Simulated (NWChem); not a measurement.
# C₃H₂F₂; SMILES C(=C=CF)F

```xyz
7

F     -2.2034    -0.1769     0.4301
C     -1.2557     0.3642    -0.3291
C      0.0000     0.0000    -0.2895
C      1.2557    -0.3642    -0.3291
F      2.2034     0.1769     0.4301
H     -1.6442     1.1491    -0.9884
H      1.6442    -1.1491    -0.9884
```
Atoms are numbered in this order, from 1.

Program: NWChem. Geometry: optimised at PBE0/def2-SVP. GIAO values for the isolated, static molecule; σ is the absolute isotropic shielding, δ = σ(reference) − σ with the isolated reference molecule computed at the same levels (13C: tetramethylsilane, 19F: trichlorofluoromethane, 1H: tetramethylsilane).

Problem. What does the run give for PBE0/pcSseg-1? Quantities: δ F1 (ppm); δ C2 (ppm); δ C3 (ppm); δ H6 (ppm).

Solution. 
```json
{
  "δ F1 (ppm)": "-117.1",
  "δ C2 (ppm)": "139.3",
  "δ C3 (ppm)": "188.6",
  "δ H6 (ppm)": "7.28"
}
```
